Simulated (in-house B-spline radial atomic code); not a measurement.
Er²⁺: [Xe] 4f12

All numbers are computed (Dirac-Kohn-Sham PBE, spherical fractional occupations; Fermi nucleus of rms radius 5.2516 fm) with an all-electron radial atomic-structure program (B-spline basis), not measured.

Z_r = [3n² - l(l+1)]/(2<r>); Z_e = n√(-2ε); the last column is Slater's effective charge. Values are occupation-weighted means over j. An effective charge above Z reflects the relativistic contraction of the inner shells.

```csv
shell,electrons,ε (eV),<r> (bohr),Z_r,Z_e,Slater
1s,2,-57308,0.02037,73.63,64.90,67.70
2s,2,-9634.3,0.0859,69.85,53.22,63.85
2p,6,-8566.9,0.07632,65.51,50.19,63.85
3s,2,-2169.6,0.2249,60.03,37.88,56.75
3p,6,-1840.8,0.2237,55.87,34.90,56.75
3d,10,-1408.3,0.2038,51.52,30.52,46.85
4s,2,-439.37,0.5081,47.23,22.73,40.25
4p,6,-330.37,0.5382,42.74,19.71,40.25
4d,10,-179.29,0.5842,35.95,14.52,28.85
5s,2,-66.192,1.253,29.93,11.03,12.05
5p,6,-41.003,1.484,24.60,8.68,12.05
4f,12,-17.404,0.8212,21.92,4.52,18.15
```

The least bound orbital is 4f7/2 at -16.94 eV, while the most diffuse is 5p3/2 (<r> = 1.52 bohr against 0.8295 bohr): energy order and size order differ.

Spin-orbit splittings of the orbital energies (j = l + 1/2 above j = l - 1/2 when positive): 2p 916.9 eV, 3p 192.6 eV, 3d 42.09 eV, 4p 43.31 eV, 4d 7.869 eV, 5p 5.391 eV, 4f 1.086 eV.

For the 1s electron the small component carries 6.48 % of the norm, the zero-frequency Breit interaction raises the level by 184 eV, self-energy by 112.1 eV, and vacuum polarisation lowers it by 19.39 eV.
